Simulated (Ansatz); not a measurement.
`C=C(C)c1ccccc1` and `CCc1ccccc1` differ in one atom or group.

Ansatz, PBE0-D4/def2-TZVP geometries, multiplicity 1. Each molecule was computed in one conformer, which needn't be the lowest.

| property | `C=C(C)c1ccccc1` |
| --- | --- |
| HOMO–LUMO gap (PBE/def2-TZVPP) / eV | 3.90 |
| HOMO–LUMO gap (PBE0/def2-TZVPP) / eV | 5.71 |
| HOMO energy (PBE0/def2-TZVPP) / eV | -6.56 |
| LUMO energy (PBE0/def2-TZVPP) / eV | -0.85 |
| LUMO energy (ωB97M-V/def2-TZVPP) / eV | 1.11 |
| HOMO energy (B3LYP/def2-TZVPP) / eV | -6.35 |

Task: Give the same properties after the change, and the shifts. (Estimate.)

Result: Ansatz gave: 
```csv
property,`CCc1ccccc1`,shift
HOMO–LUMO gap (PBE/def2-TZVPP) / eV,4.95,1.05
HOMO–LUMO gap (PBE0/def2-TZVPP) / eV,6.83,1.12
HOMO energy (PBE0/def2-TZVPP) / eV,-6.96,-0.40
LUMO energy (PBE0/def2-TZVPP) / eV,-0.13,0.72
LUMO energy (ωB97M-V/def2-TZVPP) / eV,1.87,0.76
HOMO energy (B3LYP/def2-TZVPP) / eV,-6.74,-0.39
```

With PBE0 the HOMO falls by 0.40 eV and the LUMO rises by 0.72 eV, so the gap widens by about 1.12 eV. PBE moves the HOMO by -0.37 eV and ωB97M-V by -0.43 eV.

Positive LUMOs are unbound, so they and the gaps depend on the basis.

B3LYP here is the variant with VWN-RPA as its local correlation; programs differ in this.
